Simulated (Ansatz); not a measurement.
Z-matrix (Å, degrees):
```
In
Cl 1 2.324
Cl 1 2.303 2 119.3
O 1 2.297 2 91.5 3 108.2
Cl 1 2.325 2 118.1 3 -159.4
H 4 0.965 1 109.7 2 0.3
H 4 0.965 1 109.6 2 117.8
```

Total charge 0; spin multiplicity 1. In: def2 effective core potential.

**Question.** List the PBE/def2-TZVPP orbital energies in eV (the Gaussian-basis code of Ansatz). (Best estimate.)

**Answer.** The calculation gave: Occupied: -2738.80, -2738.80, -2738.77, -512.96, -249.35, -249.35, -249.31, -190.04, -190.04, -190.01, -189.89, -189.89, -189.87, -189.87, -189.84, -189.83, -123.07, -80.74, -80.60, -80.60, -27.90, -20.78, -20.78, -20.74, -19.89, -19.88, -19.31, -18.92, -18.88, -15.69, -12.68, -10.95, -9.89, -8.99, -8.91, -7.99, -7.76, -7.69, -7.65, -7.64, -7.53. Lowest empty: -2.96, -1.56, -0.20, 0.15, 0.53, 0.77, 1.48, 1.95.
